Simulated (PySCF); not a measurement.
C8H7F3O2.
Numbering: `[CH2:1]=[C:2]1[CH:3]=[CH:4]/[C:5]1=[C:6](/[O:7][CH3:8])[O:9][C:10]([F:11])([F:12])[F:13]` (hydrogens: H14, H15 on C1; H16 on C3; H17 on C4; H18, H19, H20 on C8)

Computed, not measured: PBE0-D3(BJ)/def2-SVP geometry optimisation, gas phase in PySCF 2.14.0.

(1) Give the optimised bond lengths and angles.

## Answers

(1) 
| bond | length (pm) | order |
| --- | --- | --- |
| C1=C2 | 133.3 | double |
| C2–C3 | 148.2 | single |
| C3=C4 | 136.3 | double |
| C4–C5 | 147.1 | single |
| C5=C6 | 133.5 | double |
| C6–O7 | 133.5 | single |
| O7–C8 | 141.6 | single |
| C6–O9 | 138.6 | single |
| O9–C10 | 135.2 | single |
| C10–F11 | 131.9 | single |
| C10–F12, C10–F13 | 133.0 | single |
| C2–C5 | 149.7 | single |
| C1–H14 | 109.2 | single |
| C1–H15 | 109.2 | single |
| C3–H16 | 109.1 | single |
| C4–H17 | 109.0 | single |
| C8–H18, C8–H19, C8–H20 | 110.0 | single |

Bonds in one row agree within 1 pm and their mean is given. Orders are formal, as drawn. A selection of angles:
| angle | degrees |
| --- | --- |
| C1–C2–C3 | 137.6 |
| C1–C2–C5 | 135.4 |
| C3–C2–C5 | 87.0 |
| C2–C3–C4 | 92.6 |
| C3–C4–C5 | 92.6 |
| C4–C5–C6 | 137.2 |
| C2–C5–C4 | 87.8 |
| C2–C5–C6 | 135.0 |
| C5–C6–O7 | 123.5 |
| C5–C6–O9 | 120.6 |
| O7–C6–O9 | 115.8 |
| C6–O7–C8 | 117.1 |
| C6–O9–C10 | 117.8 |
| O9–C10–F11 | 107.7 |
| O9–C10–F12 | 111.8 |
| F11–C10–F12 | 108.9 |
| F12–C10–F13 | 107.5 |

Torsions: C1–C2–C3–C4 -179° (antiperiplanar); C2–C3–C4–C5 0° (synperiplanar); C3–C4–C5–C6 179° (antiperiplanar); C4–C5–C6–O7 -174° (antiperiplanar); C5–C6–O7–C8 -133° (anticlinal); C5–C6–O9–C10 -96° (anticlinal); C6–O9–C10–F11 -177° (antiperiplanar); C1–C2–C5–C4 179° (antiperiplanar). The mirror-image conformer, all signs reversed, is as good.

Of the pairs four or more bonds apart, O9···H20 is among the closest relative to their van der Waals radii: 2.57 Å, 95 % of the sum of Bondi's values. The C–C distances run from 1.333 Å (C1=C2, drawn double) to 1.497 Å (C2–C5, drawn single), a spread of 0.164 Å. The 4-membered ring C2–C3–C4–C5 has internal angles of 87.0° to 92.6° (sum 360°, against 360° for a flat polygon); it is planar, 0.00 Å rms from its mean plane, widest ring torsion 0°. The 4 C–O bonds span 1.335 Å (C6–O7, drawn single) to 1.416 Å (O7–C8, drawn single), a spread of 0.081 Å.

Point group: C1 (no symmetry element, even within 0.4 Å). Whether it is a minimum is left open (no frequencies). One conformer, not necessarily the lowest.
